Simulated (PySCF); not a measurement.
BrClFHOSi. Atoms are numbered in the order given.

```xyz
6

O     -1.6339    -1.1754    -0.4890
Si    -0.2674    -0.6066     0.2051
F     -0.3172    -0.7943     1.8049
Cl     1.2960    -1.6926    -0.5164
Br     0.0021     1.5561    -0.1717
H     -2.4382    -0.6462    -0.4156
```
Charge 0, spin multiplicity 1.

Geometry: B3LYP-D3(BJ)/def2-SVP. Other conformers were not sampled.

These are PySCF with PBE0/pcSseg-1 values and carry that method's errors.

GIAO shieldings, no solvent; atoms alike by connectivity are averaged. δ = σ(ref) − σ: ¹⁷O against H2O (σ = 334.2 ppm); ²⁹Si against TMS (σ = 352.7 ppm); ¹⁹F against CFCl3 (σ = 167.2 ppm); ³⁵Cl against HCl (σ = 945.9 ppm); ¹H against TMS (σ = 31.56 ppm), references at their B3LYP-D3(BJ)/def2-TZVP geometries, non-relativistic (without spin–orbit terms, shifts of atoms bonded to Cl or Br come out too high).

| atoms | nucleus | count | δ (ppm) |
|---|---|---|---|
| O1 | ¹⁷O | 1 | [?] |
| Si2 | ²⁹Si | 1 | [?] |
| F3 | ¹⁹F | 1 | -95.0 |
| Cl4 | ³⁵Cl | 1 | 100.0 |
| H6 | ¹H | 1 | 3.35 |

Q: What belongs in the gaps? (An estimate is asked for; the answer gives what the named calculation found.)

A: 
- Si2, δ (ppm): -19.6
- O1, δ (ppm): 96.3
